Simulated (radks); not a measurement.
Results of a calculation; reference values are marked as such.
Excited configurations of Nd I: one electron is placed in a higher orbital outside [Xe] 4f4 6s1. The ground configuration is [Xe] 4f4 6s2. Level of theory: scalar-relativistic Kohn-Sham, PBEsol, spin-polarised, spherical densities, finite nucleus; open shells are filled with parallel spins first (spin-orbit coupling, left out, can overturn this in heavy ions); Fermi nuclear charge, rms radius 4.9123 fm (a radial shooting solver on a logarithmic mesh with Libxc functionals). Excitation = E - E(ground); binding = E(ion) - E, where the ion is the core of charge +1; n* = 1/sqrt(2 binding) in atomic units, and the quantum defect is n - n*.

\begin{tabular}{lrrrrrr}
outer orbital & excitation (eV) & binding (eV) & n* & quantum defect & eigenvalue (eV) & <r> (bohr) \\ \hline
5d & 0.954 & 4.491 & 1.741 & 3.259 & -1.600 & 3.516 \\
5f & 4.479 & 0.966 & 3.754 & 1.246 & -0.458 & 16.35 \\
6p & 1.694 & 3.751 & 1.904 & 4.096 & -2.028 & 5.607 \\
6d & 3.905 & 1.540 & 2.972 & 3.028 & -0.779 & 11.18 \\
6f & 4.762 & 0.683 & 4.463 & 1.537 & -0.389 & 27.57 \\
7s & 3.274 & 2.171 & 2.503 & 4.497 & -1.342 & 10.17 \\
7p & 3.814 & 1.631 & 2.888 & 4.112 & -0.981 & 12.85 \\
7d & 4.476 & 0.969 & 3.747 & 3.253 & -0.565 & 20.79 \\
7f & 4.939 & 0.506 & 5.185 & 1.815 & -0.311 & 40.75 \\
\end{tabular}

The Delta-SCF ionisation energy is 5.445 eV (NIST Atomic Spectra Database: 5.525 eV, measured). Self-interaction in the functional shifts the binding energies and quantum defects, so they are the method's values and not measured ones. Open shells are spherical and high-spin; term and fine-structure splittings are not resolved. Spin-orbit splitting is averaged out at the scalar-relativistic level.
